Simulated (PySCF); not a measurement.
A structure optimised at PBE-D3(BJ)/def2-SVP, used in a PySCF frequency run:

```
C
C 1 1.5418
H 2 1.1109 1 112.19
H 2 1.1111 3 107.33 1 123.73
H 2 1.1172 3 107.00 4 114.36
C 1 1.5420 2 109.29 3 -179.15
H 6 1.1109 1 112.19 2 179.16
H 6 1.1112 7 107.35 1 -123.77
H 6 1.1172 7 107.00 8 -114.34
C 1 1.5440 2 109.01 3 -60.14
H 10 1.1114 1 112.35 2 -178.88
H 10 1.1114 11 107.57 1 124.17
H 10 1.1173 11 106.74 12 114.22
Be 1 1.7063 2 110.57 3 59.13
N 14 1.5090 10 145.54 11 53.53
H 15 1.0233 14 125.72 10 -177.24
H 15 1.0234 16 108.57 14 180.00
```

**Question.** Write its SMILES and formula.

**Answer.** C[C](C)(C)[Be][NH2], C4H11BeN

**Question.** What are its rotational constants (standard atomic weights)?

**Answer.** 4.4622, 2.0054, 1.9959 GHz
